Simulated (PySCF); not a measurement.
Harmonic spectrum computed at PBE0 in the def2-SVP basis family (core potentials from Rb on, PySCF, no spin–orbit coupling):

```json
{"ω (cm⁻¹)": "178", "IR (km/mol, summed over degenerate members)": "1.5", "degeneracy": "1"}
{"ω (cm⁻¹)": "193", "IR (km/mol, summed over degenerate members)": "1.2", "degeneracy": "2"}
{"ω (cm⁻¹)": "554", "IR (km/mol, summed over degenerate members)": "0.7", "degeneracy": "1"}
{"ω (cm⁻¹)": "563", "IR (km/mol, summed over degenerate members)": "145", "degeneracy": "2"}
```

Q: Which molecule gave it? In each, all ligands are bound to the one heavy central atom.
A. OsS₃ (singlet)
B. RuS₃ (singlet)
C. MoS₃ (singlet)
D. TcS₃ (doublet)

A: C. It has C3v symmetry with Mo–S 2.111 Å (×3).
